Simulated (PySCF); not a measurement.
**How methods differ on the excitation energy of C²⁺**

C²⁺ [He] 2s2 (1S) → C²⁺ [He] 2s1 3d1 (3D), as a difference of total energies. Calculation: PySCF 2.14, in aug-cc-pVQZ-DK; scalar relativity by spin-free X2C-1e. Correlated levels: valence: 1s2 frozen. The calculations carry no spin-orbit coupling.

```tsv
method	excitation energy (eV)
UHF	31.708
LDA	31.787
PBE	31.690
PBE0	31.926
r2SCAN	31.706
BP86	31.706
r2SCANh	31.796
PW91	31.761
M06-L	31.670
MP2 (valence)	32.808
SCS-MP2 (valence)	33.152
```

How much does correlation contribute at MP2 (valence)?

32.808 − (31.708) = 1.100 eV, measured against UHF.

The promoted electron is Rydberg-like, and one or two diffuse shells describe it only roughly, which tends to raise the upper state.
